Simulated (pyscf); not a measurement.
Single points on ωB97X-D3(BJ)/def2-SVP structures (PySCF, gas phase).

SMILES: N[Si](N)(N[SiH3])N
```xyz
16

N      1.8771     0.4435    -1.0170
Si     0.1872     0.5334    -0.6597
N     -0.4271     1.6478    -1.8300
N     -0.8982    -0.8136    -0.7880
N      0.1085     0.8696     1.0441
Si    -1.2743     0.4967     2.0288
H      2.4987    -0.0466    -0.3832
H      2.1833     0.3469    -1.9792
H      0.0951     2.4964    -2.0197
H     -1.4261     1.8207    -1.8679
H     -0.7819    -1.6281    -0.1945
H     -1.2756    -1.0715    -1.6932
H      0.8261     1.4599     1.4523
H     -1.0662     1.1526     3.3571
H     -1.4396    -0.9690     2.2739
H     -2.5579     1.0040     1.4581
```
Charge 0, spin multiplicity 1.

Q: How much does it cost (ΔH, 298 K, ωB97M-D3(BJ)/def2-TZVP) to split `[NH2][Si]([NH2])([NH2])[NH][SiH3]` at its N–Si bond into H₂N–Si•(NH₂)–NH₂ + •HN–SiH₃?

A: N–Si to H₂N–Si•(NH₂)–NH₂ + •HN–SiH₃: 5.29 eV. The 7 functionals that were run give +4.75 (PBE) to +5.30 eV (ωB97X-D3(BJ)/def2-TZVP). •HN–SiH₃ lies 0.90 eV over its isomer H₂N–SiH₂• (electronic energy, ωB97M-D3(BJ)/def2-TZVP). Other isomers of H₂N–Si•(NH₂)–NH₂ were not searched in full and may lie lower.
